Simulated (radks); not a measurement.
The numbers below are computed, except where a source is named.
Question: Level of theory: scalar-relativistic Kohn-Sham, LDA (Slater exchange, Perdew-Wang correlation), spin-unpolarised, spherical densities, finite nucleus; Fermi nuclear charge, rms radius of each element as measured or else 0.836 A^(1/3) + 0.57 fm (a radial shooting solver on a logarithmic mesh with Libxc functionals). Response by self-consistent Sternheimer equations with the Hartree and adiabatic LDA kernel, the relativistic mass of each level held fixed and spin-orbit coupling left out. Rank Be, O4+, F5+, N3+, C2+, B+, Mg8+, Ne6+ (NIST ground configurations) by static dipole polarisability, largest first.

Answer: Be 43.78, B+ 10.77, C2+ 4.249, N3+ 2.102, O4+ 1.191, F5+ 0.7386, Ne6+ 0.4891, Mg8+ 0.2458 bohr^3.
